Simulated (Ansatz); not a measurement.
`C[C](=O)[InH2]` → `C[C]=O`• + `[InH2]`•  (homolysis of the C–In bond)

Calculated with Ansatz (gas phase, PBE0-D4/def2-TZVP geometries, no zero-point term in ΔE). CBS: MP2 limit from def2 TZ/QZ plus the TZ coupled-cluster correction, frozen cores. Functionals use def2-TZVPP. Open shells (•) are unrestricted, without spin–orbit coupling. Elements past krypton have def2 core potentials. For In outer-core shells are correlated without core-valence functions, which leaves a few kJ/mol of doubt a bond.

```json
{"level": "RPA@PBE/def2-TZVPP", "ΔE (kJ/mol)": "200.9"}
{"level": "MP2/def2-QZVPP", "ΔE (kJ/mol)": "231.8"}
```

Problem. What does CCSD(T)/CBS give? (An estimate is asked.)

Solution. Computed: +226.2 kJ/mol. The listed levels differ from it by -25.3, 5.6 kJ/mol.

Problem. What do rigid-rotor, harmonic-oscillator terms from PBE0-D4/def2-TZVP frequencies (298.15 K, 1 bar) make of the CCSD(T)/CBS value? (Estimate.)

Solution. Computed: ΔZPE = -11.9 kJ/mol, ΔH = +217.0 kJ/mol, ΔS = 155 J/(mol·K), ΔG = +170.9 kJ/mol. Open shells count their whole term as degenerate.

Largest T1 diagnostic among the species: 0.019.

Leaving LDA and LC-ωPBE aside and taking each functional with its dispersion term where it has one, the values, not all of them listed here, spread over 22.6 kJ/mol, from r2SCAN0-D4 to ωB97X-V. LDA lies +50.4 kJ/mol from PBE without D4, its usual overbinding. From r2SCAN to r2SCAN0 (25 % exact exchange), in def2-TZVPP and without D4, ΔE moves by −6.1 kJ/mol: exact exchange takes away binding that semilocal exchange gives to molecules.
